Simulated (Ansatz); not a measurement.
| atom | x (Å) | y (Å) | z (Å) |
| --- | --- | --- | --- |
| S | 0.0000 | 0.0000 | 0.0000 |
| O | 0.0000 | 0.0000 | 1.4800 |

Basis set: pcseg-2 (spherical functions). Charge 0, multiplicity 3.

Computed with Ansatz (development build ahead of 0.2.0); each method stands on the lowest determinant of its kind that the runs found. Restricted functionals stand beside restricted open-shell atoms, which can lie above the unrestricted atoms usual in DFT and then raise those values.

The atomization energy at this shape (free ground-state atoms in the same class of orbitals less the molecule, no zero-point energy) of triplet SO:

```tsv
method	atomization energy
PBE0 (restricted open-shell)	5.44 eV
PBE (restricted open-shell)	6.07 eV
UHF	2.30 eV
```

Task: What does PBE (unrestricted) give?

Result: 6.01 eV.

The shape needn't be a minimum at these levels.
